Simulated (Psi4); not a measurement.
C₆H₁₈Si₂, charge +1, doublet, at a GFN2-xTB geometry (a state made from the parent by changing its charge; the spin is typed, not shown lowest); Psi4 1.11 with B3LYP5/STO-3G.

The Psi4 input:
```
memory 2 GB

molecule mol {
1 2
C    -1.736941   -0.746925   -1.728293
Si   -1.335396   -0.221576    0.048993
C    -2.007896    1.472620    0.571856
C    -1.465577   -1.590521    1.354738
Si    1.325913    0.219939   -0.063717
C     1.724614    0.752453    1.712042
C     1.458625    1.583378   -1.374980
C     1.999159   -1.476355   -0.578761
H    -1.206052   -1.648574   -2.020118
H    -1.500450    0.029944   -2.449780
H    -2.799963   -0.957235   -1.821548
H    -3.091349    1.431051    0.657636
H    -1.622743    1.787370    1.537557
H    -1.774182    2.248551   -0.151568
H    -2.507301   -1.868362    1.498096
H    -0.932346   -2.490281    1.061294
H    -1.083410   -1.274116    2.321098
H     2.788668    0.956344    1.808124
H     1.198472    1.659188    1.996667
H     1.480320   -0.018690    2.437045
H     1.079291    1.262600   -2.340995
H     0.923998    2.484053   -1.087014
H     2.500576    1.861349   -1.516721
H     1.613182   -1.796357   -1.542409
H     1.766868   -2.248765    0.148862
H     3.082481   -1.434371   -0.666035
}

set {
  basis sto-3g
  reference uks
}

energy('b3lyp5')
print_variables()
```

It wrote (shortened):

```
   => Loading Basis Set <=

    Name: STO-3G
    Role: ORBITAL
    Keyword: BASIS

         ---------------------------------------------------------
                                   SCF
               by Justin Turney, Rob Parrish, Andy Simmonett
                          and Daniel G. A. Smith
                              UKS Reference
         ---------------------------------------------------------

  ==> Geometry <==

    Molecular point group: c1
    Full point group: C1

    Geometry (in Angstrom), charge = 1, multiplicity = 2:

       Center              X                  Y                   Z               Mass
    ------------   -----------------  -----------------  -----------------  -----------------
         C           -1.732244772071    -0.746059624450    -1.721013249268    12.000000000000
         SI          -1.330699772071    -0.220710624450     0.056272750732    27.976926534650
         C           -2.003199772071     1.473485375550     0.579135750732    12.000000000000
         C           -1.460880772071    -1.589655624450     1.362017750732    12.000000000000
         SI           1.330609227929     0.220804375550    -0.056437249268    27.976926534650
         C            1.729310227929     0.753318375550     1.719321750732    12.000000000000
         C            1.463321227929     1.584243375550    -1.367700249268    12.000000000000
         C            2.003855227929    -1.475489624450    -0.571481249268    12.000000000000
         H           -1.201355772071    -1.647708624450    -2.012838249268     1.007825032230
         H           -1.495753772071     0.030809375550    -2.442500249268     1.007825032230
         H           -2.795266772071    -0.956369624450    -1.814268249268     1.007825032230
         H           -3.086652772071     1.431916375550     0.664915750732     1.007825032230
         H           -1.618046772071     1.788235375550     1.544836750732     1.007825032230
         H           -1.769485772071     2.249416375550    -0.144288249268     1.007825032230
         H           -2.502604772071    -1.867496624450     1.505375750732     1.007825032230
         H           -0.927649772071    -2.489415624450     1.068573750732     1.007825032230
         H           -1.078713772071    -1.273250624450     2.328377750732     1.007825032230
         H            2.793364227929     0.957209375550     1.815403750732     1.007825032230
         H            1.203168227929     1.660053375550     2.003946750732     1.007825032230
         H            1.485016227929    -0.017824624450     2.444324750732     1.007825032230
         H            1.083987227929     1.263465375550    -2.333715249268     1.007825032230
         H            0.928694227929     2.484918375550    -1.079734249268     1.007825032230
         H            2.505272227929     1.862214375550    -1.509441249268     1.007825032230
         H            1.617878227929    -1.795491624450    -1.535129249268     1.007825032230
         H            1.771564227929    -2.247899624450     0.156141750732     1.007825032230
         H            3.087177227929    -1.433505624450    -0.658755249268     1.007825032230

  Running in c1 symmetry.

  Rotational constants: A =      0.04849  B =      0.02961  C =      0.02960 [cm^-1]
  Rotational constants: A =   1453.83106  B =    887.58946  C =    887.53346 [MHz]
  Nuclear repulsion =  558.538840082843990

  Charge       = 1
  Multiplicity = 2
  Electrons    = 81
  Nalpha       = 41
  Nbeta        = 40

  ==> Algorithm <==

  SCF Algorithm Type is DF.
  DIIS enabled.
  MOM disabled.
  Fractional occupation disabled.
  Guess Type is SAD.
  Energy threshold   = 1.00e-06
  Density threshold  = 1.00e-06
  Integral threshold = 1.00e-12

  ==> Primary Basis <==

  Basis Set: STO-3G
    Blend: STO-3G
    Number of shells: 46
    Number of basis functions: 66
    Number of Cartesian functions: 66
    Spherical Harmonics?: true
    Max angular momentum: 1

  ==> DFT Potential <==

[...]
    Spherical Harmonics?: true
    Max angular momentum: 4

  Minimum eigenvalue in the overlap matrix is 2.2664643353E-01.
  Reciprocal condition number of the overlap matrix is 9.5583883701E-02.
    Using symmetric orthogonalization.

  ==> Pre-Iterations <==

  SCF Guess: Superposition of Atomic Densities via on-the-fly atomic UHF (no occupation information).

   -------------------------
    Irrep   Nso     Nmo
   -------------------------
     A         66      66
   -------------------------
    Total      66      66
   -------------------------

  ==> Iterations <==

                           Total Energy        Delta E     RMS |[F,P]|

   @DF-UKS iter SAD:  -803.32304984830512   -8.03323e+02   0.00000e+00
   @DF-UKS iter   1:  -808.42918547906447   -5.10614e+00   4.73913e-03 DIIS/ADIIS
   @DF-UKS iter   2:  -808.45831315311739   -2.91277e-02   3.91494e-03 DIIS/ADIIS
   @DF-UKS iter   3:  -808.51456162564193   -5.62485e-02   4.32619e-04 DIIS/ADIIS
   @DF-UKS iter   4:  -808.51508142824753   -5.19803e-04   9.56089e-05 DIIS
   @DF-UKS iter   5:  -808.51510895960166   -2.75314e-05   8.92844e-06 DIIS
   @DF-UKS iter   6:  -808.51510946076780   -5.01166e-07   1.90435e-06 DIIS
   @DF-UKS iter   7:  -808.51510948882355   -2.80558e-08   4.13573e-07 DIIS
  Energy and wave function converged.

  ==> Post-Iterations <==

   Electrons on quadrature grid:
      Nalpha   =   40.9999250218 ; deviation = -7.498e-05
      Nbeta    =   39.9999332855 ; deviation = -6.671e-05
      Ntotal   =   80.9998583073 ; deviation = -1.417e-04

   @Spin Contamination Metric:   3.945901183E-04
   @S^2 Expected:                7.500000000E-01
   @S^2 Observed:                7.503945901E-01
   @S   Expected:                5.000000000E-01
   @S   Observed:                5.000000000E-01

    Orbital Energies [Eh]
    ---------------------

    Alpha Occupied:

[...]
    Alpha Virtual:

[...]
      66A      0.367387

    Beta Occupied:

[...]
      40A     -0.433206

    Beta Virtual:

[...]
    Final Occupation by Irrep:
              A
    DOCC [    40 ]
    SOCC [     1 ]
    NA   [    41 ]
    NB   [    40 ]

  @DF-UKS Final Energy:  -808.51510948882355

   => Energetics <=

    Nuclear Repulsion Energy =            558.5388400828439899
    One-Electron Energy =               -2210.0514998026328612
    Two-Electron Energy =                 907.9806135849527209
    DFT Exchange-Correlation Energy =     -64.9830633539874185
    Empirical Dispersion Energy =           0.0000000000000000
    VV10 Nonlocal Energy =                  0.0000000000000000
    Total Energy =                       -808.5151094888235548

  UHF NO Occupations:
  HONO-2 :   39  A 1.9999500
  HONO-1 :   40  A 1.9999289
  HONO-0 :   41  A 1.0000000
  LUNO+0 :   42  A 0.0000711
  LUNO+1 :   43  A 0.0000500
  LUNO+2 :   44  A 0.0000179
  LUNO+3 :   45  A 0.0000133

Computation Completed

Properties will be evaluated at   0.000000,   0.000000,   0.000000 [a0]

Properties computed using the SCF density matrix

 Multipole Moments:

 ------------------------------------------------------------------------------------
     Multipole            Electronic (a.u.)      Nuclear  (a.u.)        Total (a.u.)
 ------------------------------------------------------------------------------------

 L = 1.  Multiply by 2.5417464519 to convert [e a0] to [Debye]
 Dipole X            :         -0.0008240            0.0005531           -0.0002709
 Dipole Y            :          0.0007565           -0.0006769            0.0000796
 Dipole Z            :         -0.0012454            0.0011462           -0.0000991
 Magnitude           :                                                    0.0002993

 ------------------------------------------------------------------------------------

  Variable Map:
  ----------------------------------------------------------------------------
[...]
  Array Variable Map:
  ----------------------------------------------------------------------------
[...]
[...]
```
